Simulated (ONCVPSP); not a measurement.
**Transferability test, ONCV potential for Sb (Z = 51)**

Sb (Z = 51), optimised norm-conserving Vanderbilt (ONCV), made with ONCVPSP 4.0.1 (PBE, scalar-relativistic). Core [Ar] 3d10, reference 4s2 4p6 4d10 5s2 5p2 (charge +1). Waves: 4s+5s: rc 1.35 bohr, ncon 3, nbas 6, qcut 7.8 1/bohr, 2 projectors; 4p+5p: rc 1.30 bohr, ncon 3, nbas 6, qcut 9.6 1/bohr, 3 projectors, debl 0.7 Ha; 4d: rc 1.00 bohr, ncon 3, nbas 7, qcut 14.7 1/bohr, 1 projector. Local part: polynomial inside 1.00 bohr (lpopt 5, dvloc0 6 Ha). Core correction: none.

Energies are relative to the spin-unpolarised reference configuration 4s2 4p6 4d10 5s2 5p2; without spin polarisation the order of configurations can differ from experiment.

```
valence configuration  charge  ΔE all-electron (eV)  error AE − PS (meV)
 4s2 4p6 4d10 5s2 5p1      +2                15.968                 -3.5
 4s1 4p6 4d10 5s2 5p3      +1               149.135                 -405
```

(1) What are ΔE and the potential's error for 4s2 4p6 4d10 5s2 5p0?

(2) What are ΔE and the potential's error for 4s2 4p6 4d10 5s2 5p3?

## Answers

(1) ΔE = 40.382 eV all-electron; the error (AE − PS) is -9.0 meV.

(2) ΔE = -8.317 eV all-electron; the error (AE − PS) is +1.7 meV.
